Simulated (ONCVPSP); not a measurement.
Varying the ONCV potential for carbon

Base potential:

* Element: C (Z = 6)
* Generator: ONCVPSP 4.0.1
* Type: optimised norm-conserving Vanderbilt (ONCV)
* Functional: PBEsol
* Relativity: scalar-relativistic
* Frozen core: none
* Valence charge: 6
* Reference configuration: 1s2 2s2 2p1 (charge +1)
* Partial waves: 1s+2s: rc 0.60 bohr, ncon 3, nbas 6, qcut 21.1 1/bohr, 2 projectors; 2p: rc 1.90 bohr, ncon 4, nbas 7, qcut 7.9 1/bohr, 2 projectors, debl 3.4 Ha
* Local potential: polynomial inside 0.40 bohr (lpopt 5, dvloc0 0 Ha)
* Core correction: none

Cutoffs, loose and tight: the cutoffs (Ha) at which the residual kinetic energy of the hardest occupied pseudo-wave falls to 1 and 0.1 mHa per electron. They do not see the model core or the augmentation charge, which bear on the density cutoff. Test errors are all-electron minus pseudo excitation energies from the reference, over the configurations 1s2 2s2 2p2; 1s2 2s2 2p0; 1s2 2s1 2p0; 1s2 2s0 2p4. A dash means not determined; rows that change the core or the reference have their own tests.

A true bound ghost makes a file unfit for plane-wave use even where its test errors are small: the radial tests pick states by their node count and pass the ghost by.

| change | outcome | cutoff, loose | cutoff, tight | bound ghosts | GHOST(+) flags above zero | largest test error (meV) |
| --- | --- | --- | --- | --- | --- | --- |
| base | generated | 168 Ha | 191 Ha | none | p | +188 |
| p: qcut 5 | generated | 168 Ha | 191 Ha | p | none | +376 |
| p: qcut 6.5 | generated | 168 Ha | 191 Ha | p | none | +252 |
| p: qcut 8 | generated | 168 Ha | 191 Ha | none | p | +185 |
| p: qcut 9 | generated | 168 Ha | 191 Ha | none | p | +154 |

**Question.** What comes out with this change to the base: p: qcut 11.4?

**Answer.** outcome: generated; cutoff, loose: 168 Ha; cutoff, tight: 191 Ha; bound ghosts: none; GHOST(+) flags above zero: none; largest test error (meV): +112.

**Question.** What comes out with this change to the base: p: qcut 10.4?

**Answer.** outcome: generated; cutoff, loose: 168 Ha; cutoff, tight: 191 Ha; bound ghosts: none; GHOST(+) flags above zero: p; largest test error (meV): +131.

Reading the sweep of the qcut of the p channel (base included, trends over the rows without a ghost): The loose cutoff stays near 168 Ha. The median size of the test errors (rows with all tests solved) falls from 69.4 meV at 7.9 to 41.8 meV at 11.4 1/bohr. Bound ghosts are found at 5, 6.5 1/bohr.
